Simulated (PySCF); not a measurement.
CH5InO2. Atoms are numbered in the order given.

```xyz
9

In     0.0144     0.0035    -0.0149
C      1.9564    -0.1064    -0.9567
H      2.4531    -1.0330    -0.6149
H      2.5522     0.7735    -0.6488
H      1.8450    -0.1149    -2.0567
O     -0.4476    -1.1331     1.5939
H     -1.3619    -0.9244     1.8684
O     -1.6145     1.1406    -0.4501
H     -1.4339     1.7052    -1.2260
```
Charge 0, spin multiplicity 1.

Geometry optimised at PBE-D3(BJ)/def2-SVP. The def2 effective core potentials stand for the cores of In; spin–orbit coupling is left out. The values are those of a single conformer.

Method: PySCF with PBE-D3(BJ)/def2-SVP.

Frequencies are harmonic and unscaled.

A small imaginary wavenumber (i) marks a very flat motion, where grid noise or a shallow saddle decides the sign.

Computed harmonic wavenumbers and intensities:
```csv
mode,ν (cm⁻¹),IR (km/mol),moving atoms (share of kinetic energy)
1,10i,0.1,H 97 %
2,98,3.9,"C 36 %, O 28 %, H 22 %, In 14 %"
3,120,10.6,"O 41 %, In 29 %, C 18 %, H 13 %"
4,135,17.2,"O 76 %, H 11 %, In 11 %"
5,260,91.3,H 93 %
6,331,79.7,"H 92 %, O 8 %"
7,478,1.6,"C 68 %, H 16 %, O 11 %"
8,565,66.0,"O 80 %, In 15 %"
9,577,58.9,"O 82 %, In 14 %"
10,698,20.4,"H 85 %, C 14 %"
11,707,33.5,"H 87 %, C 13 %"
12,784,55.1,H 92 %
13,816,93.1,H 92 %
14,1128,0.9,"H 83 %, C 17 %"
15,1379,1.5,H 95 %
16,1383,2.8,H 95 %
17,2997,2.4,H 98 %
18,3115,0.7,"H 90 %, C 10 %"
19,3124,0.5,"H 90 %, C 10 %"
20,3705,39.6,H 94 %
21,3710,29.1,H 94 %
```
